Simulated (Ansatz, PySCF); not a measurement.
Gas-phase reaction (SMILES): FCBr [bromo(fluoro)methane] -> F[CH-]Br + H+; deprotonation at the site shown.

Structures are relaxed separately at B3LYP-D3(BJ)/def2-TZVP in Ansatz (a first-principles code). Correlated levels leave the core frozen unless marked. No spin-orbit coupling. Frozen are the shells of the preceding noble gas and the d and f shells that filled before the atom's block. Non-relativistic. Basis-set limits of correlation are two-point, X^-3; Hartree-Fock from the larger set. [CCSD(T)-MP2]/basis is that difference in the basis named. Anions need diffuse functions, of which def2-TZVPD holds fewer than the aug- sets. Thermal terms are rigid-rotor harmonic-oscillator values from B3LYP-D3(BJ) frequencies (PySCF) at 298.15 K and 1 atm. 1 Eh = 627.5095 kcal/mol. The proton has no electrons: its energy is zero and its thermal terms are those of translation.

```
species   E, RI-MP2/CBS(aug-cc-pVTZ,aug-cc-pVQZ)+[CCSD(T)-MP2]/aug-cc-pVTZ (Ansatz) (Eh)  E, wB97X-V/def2-TZVPD (Ansatz) (Eh)  H - E (Eh)  G - E (Eh)
--------  ------------------------------------------------------------------------------  -----------------------------------  ----------  ----------
FCBr                                                                         -2711.71317                          -2713.07709     0.03474     0.00334
F[CH-]Br                                                                     -2711.09360                          -2712.45444     0.01971    -0.01260
H+                                                                               0.00000                              0.00000     0.00236    -0.01000
```

Problem. Work out ΔE and ΔH, ΔG, ΔS and the equilibrium constant at 298.15 K at the first level, then ΔH at the second.

Solution. 
1. ΔE = [(-2711.09360) + (0.00000)] - [(-2711.71317)] = 0.61957 Eh = 388.8 kcal/mol at RI-MP2/CBS(aug-cc-pVTZ,aug-cc-pVQZ)+[CCSD(T)-MP2]/aug-cc-pVTZ.
2. The terms H - E add up to -0.01267 Eh, so ΔH = (0.61957 + (-0.01267))×627.5095 = 380.8 kcal/mol.
3. The terms G - E add up to -0.02594 Eh, so ΔG = 372.5 kcal/mol, and ΔS = (-0.01267 - (-0.02594))×627509.5/298.15 = 27.9 cal/(mol K).
4. log10 K = -ΔG/(RT ln 10) = -273.1, with RT ln 10 = 1.3642 kcal/mol.
5. At wB97X-V/def2-TZVPD the same steps give ΔE = 390.7 and ΔH = 382.8 kcal/mol, a shift of +2.0 from the first level.
6. These values are not checked against measurement here, since the tables used lack a sound gas-phase enthalpy of formation for at least one species, or one in the same ion convention.
